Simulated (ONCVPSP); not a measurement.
**Cutoff test, Be, ONCV**

* Element: Be
* Generator: ONCVPSP 4.0.1
* Type: optimised norm-conserving Vanderbilt (ONCV)
* Functional: PBEsol
* Relativity: scalar-relativistic
* Frozen core: [He]
* Valence charge: 2
* Reference configuration: 2s2
* Partial waves: 2s: rc 2.00 bohr, ncon 3, nbas 7, qcut 4 1/bohr, 2 projectors, debl 1.1 Ha; p scattering state at 0.38 Ha: rc 1.90 bohr, ncon 4, nbas 7, qcut 3.4 1/bohr, 2 projectors, debl 1.9 Ha
* Local potential: polynomial inside 1.85 bohr (lpopt 5, dvloc0 0 Ha)
* Core correction: Teter function, fcfact 3.75, rcfact 1.15

In the p channel the program set the typed energies aside and used 0.050, 1.950 Ha.

Problem. For each optimised wave give the share of its norm inside rc, the residual kinetic energy above qcut (Ha) and the cutoffs (Ha) for errors of 10, 1, 0.1 and 0.01 mHa per electron.

Solution.

| wave | norm inside rc | residual KE | 10 mHa | 1 mHa | 0.1 mHa | 0.01 mHa |
| --- | --- | --- | --- | --- | --- | --- |
| 2s | 0.333 | 2.9e-05 | 2.2 | 5.0 | 7.0 | 18.0 |
| s projector 2 | 0.270 | 1.5e-04 | 4.8 | 6.5 | 9.0 | 24.6 |
| p projector 1 | 0.478 | 8.6e-03 | 5.5 | 20.4 | 38.2 | 44.6 |
| p projector 2 | 0.163 | 5.9e-02 | 8.7 | 18.9 | 40.7 | 49.9 |

The occupied waves need 5.0 Ha and 7.0 Ha for 1 and 0.1 mHa. The cutoffs count occupied waves only; projector 1 of the p channel, the hardest unoccupied one, needs 20 Ha at the loose tolerance.
